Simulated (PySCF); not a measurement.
C₃H₈OSi (SMILES C=C[SiH](C)O), singlet, at a GFN2-xTB geometry, atoms displaced at random by about 0.08 Å a coordinate; TPSS/STO-3G, gradient run with PySCF.

PySCF was given this input:
```python
from pyscf import gto, scf, dft

mol = gto.M(
    atom='''
Si    0.55162477   -0.20573200   -0.43422678
C     1.83515173   -0.54420150    0.98495405
O     0.28568262    1.68870601   -0.56491201
C    -1.07420717   -0.87634117    0.12854370
C    -2.26772826   -0.37721294    0.18399075
H     0.87480400   -0.36660937   -1.92978801
H     2.04711500   -1.57688812    0.83166901
H     2.89433436    0.10553484    0.68542227
H     1.58657343   -0.06871395    1.77940453
H     0.12235314    2.09133643    0.30286371
H    -1.03599306   -1.97511514    0.46106083
H    -3.25997629   -1.00261317    0.47822825
H    -2.43521468    0.59123593   -0.00466881
''',
    basis='sto-3g',
    verbose=4,
)

mf = dft.RKS(mol)
mf.xc = 'tpss'
mf.grids.level = 0
mf.kernel()
g = mf.nuc_grad_method()
g.grid_response = True
grad = g.kernel()
```

Task: Predict the main parts of the log of this PySCF run.

Result: 
```
PySCF version 2.14.0

[INPUT] verbose = 4
[INPUT] num. atoms = 13
[INPUT] num. electrons = 48
[INPUT] charge = 0
[INPUT] spin (= nelec alpha-beta = 2S) = 0
[INPUT] symmetry False subgroup None
[INPUT] Mole.unit = angstrom
[INPUT] Symbol           X                Y                Z      unit          X                Y                Z       unit  Magmom
[INPUT]  1 Si     0.551624770000  -0.205732000000  -0.434226780000 AA    1.042419738826  -0.388777135059  -0.820569690152 Bohr   0.0
[INPUT]  2 C      1.835151730000  -0.544201500000   0.984954050000 AA    3.467934166722  -1.028391791577   1.861293399781 Bohr   0.0
[INPUT]  3 O      0.285682620000   1.688706010000  -0.564912010000 AA    0.539861910348   3.191191863807  -1.067528983378 Bohr   0.0
[INPUT]  4 C     -1.074207170000  -0.876341170000   0.128543700000 AA   -2.029957352344  -1.656044802981   0.242912388038 Bohr   0.0
[INPUT]  5 C     -2.267728260000  -0.377212940000   0.183990750000 AA   -4.285385336336  -0.712829147242   0.347692126953 Bohr   0.0
[INPUT]  6 H      0.874804000000  -0.366609370000  -1.929788010000 AA    1.653139972674  -0.692791303999  -3.646770817369 Bohr   0.0
[INPUT]  7 H      2.047115000000  -1.576888120000   0.831669010000 AA    3.868486695489  -2.979886675880   1.571626655188 Bohr   0.0
[INPUT]  8 H      2.894334360000   0.105534840000   0.685422270000 AA    5.469499253318   0.199431944200   1.295260369978 Bohr   0.0
[INPUT]  9 H      1.586573430000  -0.068713950000   1.779404530000 AA    2.998189259212  -0.129850546437   3.362587226510 Bohr   0.0
[INPUT] 10 H      0.122353140000   2.091336430000   0.302863710000 AA    0.231213925081   3.952053087026   0.572329464970 Bohr   0.0
[INPUT] 11 H     -1.035993060000  -1.975115140000   0.461060830000 AA   -1.957743150350  -3.732426679082   0.871278695465 Bohr   0.0
[INPUT] 12 H     -3.259976290000  -1.002613170000   0.478228250000 AA   -6.160462360676  -1.894664300182   0.903720417530 Bohr   0.0
[INPUT] 13 H     -2.435214680000   0.591235930000  -0.004668810000 AA   -4.601888799720   1.117273982703  -0.008822772228 Bohr   0.0

nuclear repulsion = 219.31486361189
number of shells = 25
number of NR pGTOs = 111
number of NR cGTOs = 37
basis = sto-3g
ecp = {}

******** <class 'pyscf.dft.rks.RKS'> ********
method = RKS
initial guess = minao
damping factor = 0
level_shift factor = 0
DIIS = <class 'pyscf.scf.diis.CDIIS'>
diis_start_cycle = 1
diis_space = 8
diis_damp = 0
SCF conv_tol = 1e-09
SCF conv_tol_grad = None
SCF max_cycles = 50
direct_scf = True
direct_scf_tol = 1e-13
XC library pyscf.dft.libxc version 7.1.2
    S. Lehtola, C. Steigemann, M. J. T. Oliveira, and M. A. L. Marques,  SoftwareX 7, 1–5 (2018)
XC functionals = tpss
    J. Tao, J. P. Perdew, V. N. Staroverov, and G. E. Scuseria,  Phys. Rev. Lett. 91, 146401 (2003)
    J. P. Perdew, J. Tao, V. N. Staroverov, and G. E. Scuseria,  J. Chem. Phys. 120, 6898 (2004)
    J. Tao, J. P. Perdew, V. N. Staroverov, and G. E. Scuseria,  Phys. Rev. Lett. 91, 146401 (2003)
    J. P. Perdew, J. Tao, V. N. Staroverov, and G. E. Scuseria,  J. Chem. Phys. 120, 6898 (2004)
radial grids:
    Treutler-Ahlrichs [JCP 102, 346 (1995); DOI:10.1063/1.469408] (M4) radial grids

becke partition: Becke, JCP 88, 2547 (1988); DOI:10.1063/1.454033
pruning grids: <function nwchem_prune>
grids dens level: 0
symmetrized grids: False
atomic radii adjust function: <function treutler_atomic_radii_adjust>
small_rho_cutoff = 0
Set gradient conv threshold to 3.16228e-05
Initial guess from minao.
tot grids = 10928
init E= -478.069436713135
  HOMO = -0.305688396865093  LUMO = -0.0464730430162691  gap/eV = 7.05361
cycle= 1 E= -477.892343278932  delta_E= 0.177  |g|= 0.656  |ddm|=  4.3
  HOMO = 0.114580212243195  LUMO = 0.158045647332709  gap/eV = 1.18275
cycle= 2 E= -474.841601052664  delta_E= 3.05  |g|= 2.21  |ddm|= 4.46
  HOMO = -0.0601363522063468  LUMO = 0.125192683378539  gap/eV = 5.04306
cycle= 3 E= -477.980986864455  delta_E= -3.14  |g|= 0.463  |ddm|= 4.14
  HOMO = -0.113090490549456  LUMO = 0.118214311874421  gap/eV = 6.29412
cycle= 4 E= -478.050708561653  delta_E= -0.0697  |g|= 0.177  |ddm|= 0.575
  HOMO = -0.0754277593324912  LUMO = 0.0958667077693383  gap/eV = 4.66116
cycle= 5 E= -478.056257232756  delta_E= -0.00555  |g|= 0.159  |ddm|= 0.302
  HOMO = -0.0529877231809357  LUMO = 0.0887276028150228  gap/eV = 3.85627
cycle= 6 E= -478.064173356392  delta_E= -0.00792  |g|= 0.0346  |ddm|= 0.217
  HOMO = -0.0476532470396968  LUMO = 0.0880588073718863  gap/eV = 3.69291
cycle= 7 E= -478.064546906102  delta_E= -0.000374  |g|= 0.0126  |ddm|= 0.0638
  HOMO = -0.0486375985798682  LUMO = 0.0871116125393375  gap/eV = 3.69392
cycle= 8 E= -478.064598489983  delta_E= -5.16e-05  |g|= 0.00222  |ddm|= 0.0207
  HOMO = -0.0484536075517197  LUMO = 0.0872046255640869  gap/eV = 3.69145
cycle= 9 E= -478.064600649215  delta_E= -2.16e-06  |g|= 0.000353  |ddm|= 0.00425
  HOMO = -0.0483069805873615  LUMO = 0.0871892994830561  gap/eV = 3.68704
cycle= 10 E= -478.064600708851  delta_E= -5.96e-08  |g|= 4.96e-05  |ddm|= 0.000732
  HOMO = -0.0483035976565579  LUMO = 0.0871785200948904  gap/eV = 3.68666
cycle= 11 E= -478.064600709873  delta_E= -1.02e-09  |g|= 9.17e-06  |ddm|= 9.94e-05
  HOMO = -0.0483019699522725  LUMO = 0.0871800018707393  gap/eV = 3.68665
cycle= 12 E= -478.06460070991  delta_E= -3.69e-11  |g|= 2.72e-06  |ddm|= 2.37e-05
  HOMO = -0.0483026862889522  LUMO = 0.0871793002532523  gap/eV = 3.68665
Extra cycle  E= -478.064600709911  delta_E= -9.09e-13  |g|= 2.92e-06  |ddm|= 9.59e-06
converged SCF energy = -478.064600709911

******** <class 'pyscf.grad.rks.Gradients'> for <class 'pyscf.dft.rks.RKS'> ********
unit = Eh/Bohr
grid_response = True
--------------- RKS gradients ---------------
         x                y                z
0 Si    -0.0002520004    -0.1211853872     0.0080560712
1 C    -0.1099089134    -0.0223948287     0.2103315538
2 O    -0.0273811942     0.0892125798     0.0884157246
3 C    -0.0510053677     0.0926258784    -0.0099901920
4 C     0.0966559579     0.0866845102    -0.0353194631
5 H     0.0030288620     0.0105985347    -0.0376661611
6 H    -0.0113281100     0.0325683332    -0.0303341213
7 H     0.0713223162     0.0516297672    -0.0132728175
8 H     0.0522374139    -0.0477474161    -0.1468407492
9 H     0.0138868670    -0.0148568761    -0.0817999857
10 H    -0.0034490123    -0.0221586524     0.0115510726
11 H    -0.0564893121    -0.0329400415     0.0118102703
12 H     0.0226824929    -0.1020364014     0.0250587976
----------------------------------------------
```
